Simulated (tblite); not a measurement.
Run record: tight-binding relaxation, `C#C[C@@H]1C[Si@](Br)(CF)[SiH2]1`.

Computed with GFN2-xTB geometry optimisation, gas phase (tblite 0.8.0). Start geometry: from a force field or distance geometry. A driver script takes a list of jobs; this job's settings line and coordinates (Å) are shown.

Command:
```bash
OMP_NUM_THREADS=1 python probes_run.py task.json out
```

Input:
```
{"job": {"kind": "relax", "xc": "GFN2-xTB", "basis": "xTB"}, "charge": 0, "multiplicity": 1}
C      3.627200    -0.721700     0.252500
C      2.518900    -0.274900     0.090500
C      1.189100     0.250900    -0.098300
C      0.379900     0.307900     1.168500
Si    -1.112600     0.738700     0.162200
Br    -0.903000     2.540300    -1.158400
C     -2.762900     0.399100     0.865300
F     -3.118100    -0.897200     0.488300
Si    -0.038200    -1.005000    -0.716900
H      4.611800    -1.107400     0.387200
H      1.153500     1.169800    -0.711100
H      0.721700     1.048400     1.892600
H      0.298300    -0.678200     1.709300
H     -2.800200     0.494400     1.953600
H     -3.498600     1.134400     0.439200
H     -0.099900    -2.243300     0.074500
H     -0.173900    -1.144300    -2.159600
```

Output:
```
step      E/eV     max force
  0    -732.56543    3.477
  1    -732.93356    1.320
  2    -733.10363    3.221
  3    -733.24552    4.216
  4    -733.43218    0.827
  5    -733.53444    0.927
  6    -733.59280    1.092
  7    -733.67746    0.954
  8    -733.78373    0.782
  9    -733.87382    0.826
... (98 lines left out)
108    -734.32827    0.033
109    -734.32839    0.018
110    -734.32844    0.013
111    -734.32847    0.013
112    -734.32849    0.011
113    -734.32852    0.011
114    -734.32855    0.013
115    -734.32858    0.012
116    -734.32860    0.010
117    -734.32862    0.009
```

«max force» is the largest atomic force in eV/Å.

Q: From which step on does the largest force stay under 0.1 eV/Å, and how much energy is left to gain from there?

A: From step 83 (0.087 eV/Å), 9.2 meV above the end.

Main results: energy lowered by 40.7 kcal/mol over 117 steps; largest atomic force 0.009 eV/Å at the end.

Q: How long does this job take on AMD EPYC 7R43, one thread, no GPU, on a shared host?

A: About 2.0 s.
Labels such as C1 count atoms from 1, the log's own numbers from 0.
